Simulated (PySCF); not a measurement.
## Correlation energy of B⁺ (boron, charge +1)

[He] 2s2, closed-shell 1S. Calculation: PySCF 2.14, in x2c-SVPall; the spin-free X2C one-electron Hamiltonian (Gaussian nucleus). Frozen: 1s2; 2 electrons correlated.

Total MP2 correlation energy: -32.86 mhartree.

Same-spin part 0.00 and opposite-spin part -32.86 mhartree; SCS-MP2 scales them by 1/3 and 6/5 to -39.43 mhartree.

With two correlated electrons CCSD is exact within the correlated space (frozen core and kept virtual orbitals).

```json
{"level": "CCSD", "correlation energy (mhartree)": "-59.28"}
```

Diagnostics: T1 = 0.013, D1 = 0.0184, largest double amplitude 0.159.

A double-excitation amplitude exceeds 0.15, a sign of near-degeneracy.

Cost of the coupled-cluster step: 0.05 s of wall time on 1 thread of Neoverse-V1 (shared host), for 2 correlated electrons.
